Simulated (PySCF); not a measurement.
# Simulated absorption spectrum

C2H6N2SSi2.
Structure used (GFN2-xTB), in Å, numbered top down from 1:
```
atom  x, y, z in Å
Si1   -0.8908   -1.8339   -0.2102
C2    -0.9357    0.0298    0.0347
N3    -2.1396    0.6230    0.1545
N4    -2.1248    1.8653    0.3165
S5    -0.5861    2.4933    0.3455
C6     0.1059    0.9352    0.1173
Si7    1.9651    0.7166    0.0237
H8    -2.2705   -2.3047   -0.2249
H9    -0.2128   -2.1176   -1.4787
H10   -0.1326   -2.4278    0.8951
H11    2.2271   -0.7067   -0.1762
H12    2.5362    1.2045    1.2808
H13    2.4543    1.5236   -1.0959
```

Method used: TDDFT PBE0/def2-SVPD, vertical, gas phase, core orbitals frozen in the response in PySCF.

Broadening: Gaussians 0.4 eV wide at half height, area fixed by f = 4.319×10⁻⁹ ∫ε dν̃. The width is an assumption, not a result. The curve ends short of the highest state used, and states not computed would add to its high-energy end.

```json
{"λ (nm)": "215.0", "ε (L mol⁻¹ cm⁻¹)": "6800"}
{"λ (nm)": "220.7", "ε (L mol⁻¹ cm⁻¹)": "6222"}
{"λ (nm)": "226.4", "ε (L mol⁻¹ cm⁻¹)": "3595"}
{"λ (nm)": "232.2", "ε (L mol⁻¹ cm⁻¹)": "2662"}
{"λ (nm)": "237.9", "ε (L mol⁻¹ cm⁻¹)": "2614"}
{"λ (nm)": "243.6", "ε (L mol⁻¹ cm⁻¹)": "1865"}
{"λ (nm)": "249.4", "ε (L mol⁻¹ cm⁻¹)": "845"}
{"λ (nm)": "255.1", "ε (L mol⁻¹ cm⁻¹)": "259"}
{"λ (nm)": "260.8", "ε (L mol⁻¹ cm⁻¹)": "56"}
{"λ (nm)": "266.6", "ε (L mol⁻¹ cm⁻¹)": "9"}
{"λ (nm)": "272.3", "ε (L mol⁻¹ cm⁻¹)": "1"}
{"λ (nm)": "278.0", "ε (L mol⁻¹ cm⁻¹)": "0"}
{"λ (nm)": "283.8", "ε (L mol⁻¹ cm⁻¹)": "1"}
{"λ (nm)": "289.5", "ε (L mol⁻¹ cm⁻¹)": "3"}
{"λ (nm)": "295.2", "ε (L mol⁻¹ cm⁻¹)": "8"}
{"λ (nm)": "301.0", "ε (L mol⁻¹ cm⁻¹)": "20"}
{"λ (nm)": "306.7", "ε (L mol⁻¹ cm⁻¹)": "36"}
{"λ (nm)": "312.4", "ε (L mol⁻¹ cm⁻¹)": "54"}
{"λ (nm)": "318.1", "ε (L mol⁻¹ cm⁻¹)": "66"}
{"λ (nm)": "323.9", "ε (L mol⁻¹ cm⁻¹)": "67"}
{"λ (nm)": "329.6", "ε (L mol⁻¹ cm⁻¹)": "59"}
{"λ (nm)": "335.3", "ε (L mol⁻¹ cm⁻¹)": "45"}
{"λ (nm)": "341.1", "ε (L mol⁻¹ cm⁻¹)": "30"}
{"λ (nm)": "346.8", "ε (L mol⁻¹ cm⁻¹)": "18"}
{"λ (nm)": "352.5", "ε (L mol⁻¹ cm⁻¹)": "10"}
{"λ (nm)": "358.3", "ε (L mol⁻¹ cm⁻¹)": "5"}
{"λ (nm)": "364.0", "ε (L mol⁻¹ cm⁻¹)": "2"}
{"λ (nm)": "369.7", "ε (L mol⁻¹ cm⁻¹)": "1"}
{"λ (nm)": "375.5", "ε (L mol⁻¹ cm⁻¹)": "0"}
{"λ (nm)": "381.2", "ε (L mol⁻¹ cm⁻¹)": "0"}
```

Question: Locate the maxima and give the states behind the curve.

Answer: 322 nm (3.85 eV), ε about 68, made up of S1 (100%); 235 nm (5.27 eV), ε about 2700, made up of S2 (91%) (hardly more than a shoulder); 217 nm (5.71 eV), ε about 7100, made up of S3 (95%) (ε in L mol⁻¹ cm⁻¹; maxima over ε = 5, shares over 10%). The states used: S1 3.85 eV (f 0.0010); S2 5.22 eV (f 0.037); S3 5.70 eV (f 0.100); S4 5.80 eV (f 0.0022); S5 5.90 eV (f 0.0001); S6 6.13 eV (f 0.046); S7 6.21 eV (f 0.0002); S8 6.37 eV (f 0.0003).

Question: What would ε be at 5.71 eV, the highest of these maxima, with half the width (0.2 eV)?

Answer: About 13700 L mol⁻¹ cm⁻¹ against 7080, a factor of about 1.9; a lone state at its own centre would give exactly 2.

Question: On this curve, what absorbance would a 10⁻⁴ mol/L sample give at 222 nm over a 1 cm path?

Answer: 222 nm is 5.585 eV, where ε is about 5600 L mol⁻¹ cm⁻¹, so A = ε c l ≈ 0.56 (Beer–Lambert, with the gas-phase spectrum and the assumed width).

Question: Coming from long wavelengths, where does ε first pass 100 L mol⁻¹ cm⁻¹?

Answer: At about 259 nm (4.79 eV), 0.94 eV above S1.
